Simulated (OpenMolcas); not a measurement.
Values are calculated unless marked as measured or tabulated.
## Re3+: input and output

Re3+ among 4 point charges of -2 e arranged as a square (D4h), 2.43 Å from the ion. With inversion symmetry the input lists one of each pair of outer charges.

Input:

```
&GATEWAY
Coord
1

Re 0.0 0.0 0.0
Basis=ANO-RCC-VDZP
Group=XYZ
NoMove
AngMom=0.0 0.0 0.0
AMFI
XField
2 Angstrom 0
2.430000 0.000000 0.000000 -2.000000
0.000000 2.430000 0.000000 -2.000000
&SEWARD
&RASSCF
FileOrb=start.orb
Symmetry=1
Spin=5
nActEl=4 0 0
Inactive=15 19
Ras2=5 0
CIRoot=5 5 1
SDav=5
CIMx=300
Iter=120 100
PrWF=0.3
OrbListing=Nothing
MaxOrb=0
>>> COPY $Project.JobIph JOB001
&RASSCF
FileOrb=start.orb
Symmetry=1
Spin=3
nActEl=4 0 0
Inactive=15 19
Ras2=5 0
CIRoot=45 45 1
SDav=45
CIMx=300
Iter=120 100
PrWF=0.3
OrbListing=Nothing
MaxOrb=0
>>> COPY $Project.JobIph JOB002
&RASSCF
FileOrb=start.orb
Symmetry=1
Spin=1
nActEl=4 0 0
Inactive=15 19
Ras2=5 0
CIRoot=50 50 1
SDav=50
CIMx=300
Iter=120 100
PrWF=0.3
OrbListing=Nothing
MaxOrb=0
>>> COPY $Project.JobIph JOB003
&RASSI
NrOfJobIphs=3 5 45 50
1 2 3 4 5
1 2 3 4 5 6 7 8 9 10 11 12 13 14 15 16 17 18 19 20 21 22 23 24 25 26 27
28 29 30 31 32 33 34 35 36 37 38 39 40 41 42 43 44 45
1 2 3 4 5 6 7 8 9 10 11 12 13 14 15 16 17 18 19 20 21 22 23 24 25 26 27
28 29 30 31 32 33 34 35 36 37 38 39 40 41 42 43 44 45 46 47 48 49 50
IphNames
JOB001
JOB002
JOB003
EJob
SpinOrbit
DIPRint=1.0
SOCoupling=1000.0
Subsets=2
Property=9
'ANGMOM' 1 'ANGMOM' 2 'ANGMOM' 3 'MLTPL  1' 1 'MLTPL  1' 2 'MLTPL  1' 3
'AMFI' 1 'AMFI' 2 'AMFI' 3
SOProperty=3
'ANGMOM' 1 'ANGMOM' 2 'ANGMOM' 3
```

Launched by
```bash
OMP_NUM_THREADS=1 MOLCAS_MEM=1689 MOLCAS_PROJECT=a pymolcas a.inp > a.log  # once for each step of the input, in one work folder
```

A driver script runs the steps one by one and writes start.orb anew before each from the orbitals found so far.

Output, cut to the results:

```
--- SEWARD ---
Basis set label: RE.ANO-RCC...7S6P4D2F1G.

      Electronic valence basis set:
      ------------------
      Associated Effective Charge  75.000000 au
      Associated Actual Charge     75.000000 au
      Nuclear Model: Point charge

      Shell  nPrim  nBasis  Cartesian Spherical Contaminant
         s      24       7        X
         p      21       6        X
         d      15       4                 X
         f      11       2                 X
         g       4       1                 X
                  Relativistic Douglas-Kroll-Hess integrals:
                    - DKH order of Hamiltonian: 2
                    - DKH order of Properties : 0
                  Atomic mean-field integrals
--- RASSCF ---
Wave function specifications:
      -----------------------------

      Number of closed shell electrons          68
      Number of electrons in active shells       4
      Max number of holes in RAS1 space          0
      Max nr of electrons in RAS3 space          0
      Number of inactive orbitals               34
      Number of active orbitals                  5
      Number of secondary orbitals              29
      Spin quantum number                      2.0
      State symmetry                             1
Orbital specifications:
      -----------------------

      Symmetry species                           1   2
                                                ag  au
      Frozen orbitals                            0   0
      Inactive orbitals                         15  19
      Active orbitals                            5   0
      RAS1 orbitals                              0   0
      RAS2 orbitals                              5   0
      RAS3 orbitals                              0   0
      Secondary orbitals                        16  13
      Deleted orbitals                           0   0
      Number of basis functions                 36  32
      Number of CSFs                             5
      Number of root(s) required                 5
      Iter CI   SX   CI       RASSCF       Energy    max ROT     max BLB   max BLB  Level Ln srch  Step   QN
          iter iter root      energy       change     param      element    value   shift minimum  type update
 Nr of preliminary CI iterations:   1
      Total energies have been shifted. Add               -16000.00 au
        1   1    7    0  -679.90003504    0.00E+00   1.62E-01*  20  27 1  2.14E-01*  0.26   0.00    SX    NO
        2   1    7    0  -680.00887622   -1.09E-01* -8.93E-02   13  29 2 -1.39E-01*  0.30   0.00    SX    NO
        3   1    7    0  -680.02098307   -1.21E-02* -4.10E-02   13  29 2  1.03E-01*  0.25   0.00    SX    NO
        4   1    7    0  -680.02561559   -4.63E-03* -3.24E-02   10  26 2 -7.64E-02*  0.27   0.00    SX    NO
        5   1    7    0  -680.02773652   -2.12E-03* -1.05E-02   13  29 2  5.95E-02*  0.25   0.60    SX   YES
        6   1    6    0  -680.02908235   -1.35E-03* -9.05E-03   10  26 2 -3.93E-02*  0.26   0.62    QN   YES
        7   1    6    0  -680.03007442   -9.92E-04*  7.81E-03   18  21 1 -2.84E-03*  0.26   1.08    QN   YES
        8   1    5    0  -680.03011963   -4.52E-05*  5.69E-03   18  21 1 -1.36E-03*  0.26   1.74    LS   YES
        9   1    5    0  -680.03012956   -9.93E-06* -1.52E-03   13  29 2  2.36E-03*  0.26   1.01    QN   YES
       10   1    5    0  -680.03013371   -4.15E-06* -2.78E-04   13  29 2  3.78E-04*  0.26   1.19    QN   YES
       11   1    4    0  -680.03013382   -1.09E-07*  4.42E-06   19  22 2  8.14E-06   0.26   1.00    QN   YES
       12   1    3    0  -680.03013382   -8.37E-11   1.66E-06   19  22 2  1.99E-06   0.26   1.24    QN   YES
      Convergence after 12 iterations
       13   1    3    0  -680.03013382    1.46E-11   1.66E-06   18  24 2  5.49E-08   0.26   1.24    QN   YES
      Natural orbitals and occupation numbers for root  1
      sym 1:   1.000000   1.000000   1.000000   1.000000   0.000000
      Natural orbitals and occupation numbers for root  2
      sym 1:   0.000000   1.000000   1.000000   1.000000   1.000000
      Natural orbitals and occupation numbers for root  3
      sym 1:   0.000000   1.000000   1.000000   1.000000   1.000000
::    RASSCF root number  1 Total energy: -16680.08945386
::    RASSCF root number  2 Total energy: -16680.06233956
::    RASSCF root number  3 Total energy: -16680.00967178
::    RASSCF root number  4 Total energy: -16680.00967178
::    RASSCF root number  5 Total energy: -16679.97953212
--- RASSCF ---
...
--- RASSI ---
SPIN-FREE ENERGIES:
  (Shifted by EMIN (a.u.) =     -16680.0894538596)

 SF State       Relative EMIN(au)   Rel lowest level(eV)    D:o, cm**(-1)      L_eff

     1             0.0000000000        0.0000000000              0.0000         2.0
     2             0.0271143003        0.7378176981           5950.9011         2.0
     6             0.0738445479        2.0094125140          16207.0049         3.8
     7             0.0738445479        2.0094125140          16207.0049         3.8
     8             0.0770800213        2.0974542314          16917.1093         4.1
     3             0.0797820764        2.1709808978          17510.1418         1.9
     4             0.0797820764        2.1709808978          17510.1418         1.9
     9             0.0803752403        2.1871217086          17640.3262         3.8
    10             0.0808357619        2.1996531391          17741.3990         3.4
    11             0.0808357619        2.1996531391          17741.3990         3.4
    12             0.0893051656        2.4301173549          19600.2183         3.7
    13             0.0903816947        2.4594112033          19836.4891         4.3
    14             0.0930433449        2.5318383955          20420.6538         3.7
    15             0.1030476533        2.8040694965          22616.3457         4.3
    16             0.1030476533        2.8040694965          22616.3457         4.3
    17             0.1068822536        2.9084142866          23457.9432         3.6
     5             0.1099217445        2.9911230458          24125.0343         1.9
    51             0.1100296586        2.9940595391          24148.7188         5.4
    52             0.1108846118        3.0173239995          24336.3593         5.3
    53             0.1118794931        3.0443960989          24554.7105         5.5
    54             0.1118794931        3.0443960989          24554.7105         5.5
...
```

Spin-orbit levels above the lowest (labels of D4, the rotations of D4h):

```tsv
E (cm-1)	Degeneracy	Label	2S+1	g
0.0	1	A1	5 (86 %)	
571.3	1	A2	5	
2140	2	E	5	0.00 0.00 1.47
2858	1	B1	5	
8011	1	B2	5 (82 %)	
8863	2	E	5 (86 %)	0.00 0.00 6.23
10515	1	A1	5 (89 %)	
10664	1	A2	5	
14435	1	A1	3 (46 %)	
15039	1	B2	3 (79 %)	
15057	1	B1	3 (85 %)	
15648	2	E	3 (64 %)	0.00 0.00 2.08
16544	2	E	3 (51 %)	0.00 0.00 2.82
17198	1	A1	3 (74 %)	
18334	1	A2	5 (66 %)	
18492	1	B2	3 (75 %)	
18761	1	A1	3 (70 %)	
18854	1	B1	3 (77 %)	
18935	2	E	3 (67 %)	0.00 0.00 1.90
19441	2	E	3 (51 %)	0.00 0.00 0.96
```

Spin-orbit coupling mixes the spin-free states strongly: the lowest level takes only 66 % from its leading state, 5B1. Without dynamic correlation the repulsion within the d shell is too large (B by tens of per cent), so at a given field states of lower spin stand too high. Point charges give a weaker field than real ligands, and real ions of this kind are as a rule low spin; the high spin found here belongs to the model. This is an electrostatic model: the charges have no orbitals. No measured value stands beside these numbers.

With an even number of electrons the g values are those of a degenerate or nearly degenerate non-Kramers pair.
